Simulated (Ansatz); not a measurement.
B₈N⁺, relaxed as a singlet with RKS PBE0-D4/def2-SVP in Ansatz, starting from the GFN1-xTB geometry. Force threshold 0.02 eV/Å.

The restricted singlet is unstable towards broken spin symmetry in Hartree–Fock (as tested in another run); at PBE0-D4/def2-SVP this wasn't settled. Another isomer (singlet) lies 2.76 eV lower at PBE0-D4/def2-TZVP; other spin states weren't run for this one.

Start:

```csv
atom,x (Å),y (Å),z (Å)
N1,-1.795,-0.082,0.837
B2,-1.014,-1.489,-1.365
B3,1.546,-0.422,-1.350
B4,-1.107,0.774,1.562
B5,0.400,-1.279,-1.835
B6,-1.839,-0.903,-0.191
B7,0.276,1.458,1.713
B8,1.555,1.361,0.926
B9,1.979,0.580,-0.296
```

```json
{"step": "1", "energy (eV)": "-6868.4030", "largest force component (eV/Å)": "2.328", "SCF passes": "26"}
{"step": "2", "energy (eV)": "-6868.7204", "largest force component (eV/Å)": "0.906", "SCF passes": "36"}
{"step": "3", "energy (eV)": "-6868.7984", "largest force component (eV/Å)": "0.986", "SCF passes": "33"}
{"step": "4", "energy (eV)": "-6868.9422", "largest force component (eV/Å)": "0.470", "SCF passes": "33"}
{"step": "5", "energy (eV)": "-6868.9911", "largest force component (eV/Å)": "1.240", "SCF passes": "38"}
{"step": "6", "energy (eV)": "-6869.0066", "largest force component (eV/Å)": "0.441", "SCF passes": "39"}
{"step": "7", "energy (eV)": "-6869.0227", "largest force component (eV/Å)": "0.135", "SCF passes": "35"}
{"step": "8", "energy (eV)": "-6869.0241", "largest force component (eV/Å)": "0.029", "SCF passes": "36"}
{"step": "9", "energy (eV)": "-6869.0264", "largest force component (eV/Å)": "0.096", "SCF passes": "40"}
{"step": "10", "energy (eV)": "-6869.0290", "largest force component (eV/Å)": "0.329", "SCF passes": "35"}
{"step": "11", "energy (eV)": "-6869.0343", "largest force component (eV/Å)": "0.211", "SCF passes": "35"}
{"step": "12", "energy (eV)": "-6869.0539", "largest force component (eV/Å)": "0.433", "SCF passes": "36"}
{"step": "13", "energy (eV)": "-6869.0831", "largest force component (eV/Å)": "0.325", "SCF passes": "38"}
{"step": "14", "energy (eV)": "-6869.1581", "largest force component (eV/Å)": "1.272", "SCF passes": "34"}
{"step": "15", "energy (eV)": "-6869.2919", "largest force component (eV/Å)": "0.779", "SCF passes": "35"}
{"step": "16", "energy (eV)": "-6869.5097", "largest force component (eV/Å)": "0.997", "SCF passes": "33"}
{"step": "17", "energy (eV)": "-6869.7111", "largest force component (eV/Å)": "0.642", "SCF passes": "32"}
{"step": "18", "energy (eV)": "-6869.7355", "largest force component (eV/Å)": "0.302", "SCF passes": "36"}
{"step": "19", "energy (eV)": "-6869.7466", "largest force component (eV/Å)": "0.207", "SCF passes": "36"}
{"step": "20", "energy (eV)": "-6869.7494", "largest force component (eV/Å)": "0.073", "SCF passes": "37"}
{"step": "21", "energy (eV)": "-6869.7501", "largest force component (eV/Å)": "0.035", "SCF passes": "33"}
{"step": "22", "energy (eV)": "-6869.7502", "largest force component (eV/Å)": "0.011", "SCF passes": "36"}
```

Force components are those of the run's own axes.

End:

```xyz
9

N    -2.044   -0.018    1.045
B    -0.120   -0.837   -1.002
B     1.650   -0.698   -1.754
B    -1.323    0.833    1.752
B     0.487   -1.559   -2.240
B    -1.312   -0.491    0.061
B     0.124    1.499    1.847
B     1.170    1.098    0.787
B     1.369    0.173   -0.496
```

Bonds formed: B2–B3, B2–B9 (atoms count from 1).

No frequencies were taken in this run, so the end may be a saddle point.

Hardware: 4 threads of Arm Neoverse V2 on a shared host. Wall time 36 s.
